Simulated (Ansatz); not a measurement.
CH$_{6}$BFSSi (`CSB(F)[SiH3]`), relaxed with RKS PBE0-D4/def2-TZVP in Ansatz from a PBE-D4/def2-SVP geometry. The force threshold is 0.005 eV/Å; the program also tests the step.

Charge 0, multiplicity 1.

Start:

```xyz
11

C    -0.691   -1.143    1.237
S    -1.663   -0.928   -0.300
B    -0.681    0.254   -1.248
F    -1.187    0.593   -2.446
Si    1.086    1.057   -0.615
H    -0.645   -0.201    1.814
H     0.332   -1.502    1.018
H    -1.218   -1.908    1.838
H     2.111   -0.027   -0.384
H     1.643    2.033   -1.616
H     0.913    1.772    0.703
```

| step | energy (eV) | largest force (eV/Å) | largest move (Å) |
| --- | --- | --- | --- |
| 1 | -23233.4400 | 0.560 | 0.000 |
| 2 | -23233.4732 | 0.223 | 0.026 |
| 3 | -23233.4768 | 0.070 | 0.011 |
| 4 (rejected) | -23233.4766 | 0.072 | 0.013 |
| 5 | -23233.4771 | 0.019 | 0.007 |
| 6 | -23233.4772 | 0.004 | 0.003 |

End:

```xyz
11

C    -0.683   -1.134    1.224
S    -1.648   -0.922   -0.292
B    -0.677    0.249   -1.234
F    -1.174    0.588   -2.423
Si    1.082    1.051   -0.605
H    -0.627   -0.202    1.784
H     0.319   -1.500    1.002
H    -1.205   -1.877    1.825
H     2.088   -0.024   -0.377
H     1.628    2.013   -1.598
H     0.896    1.758    0.694
```

Hardware: 4 threads of an Arm Neoverse V1 on a shared host. Wall time 25 s, peak host memory 0.55 GiB.
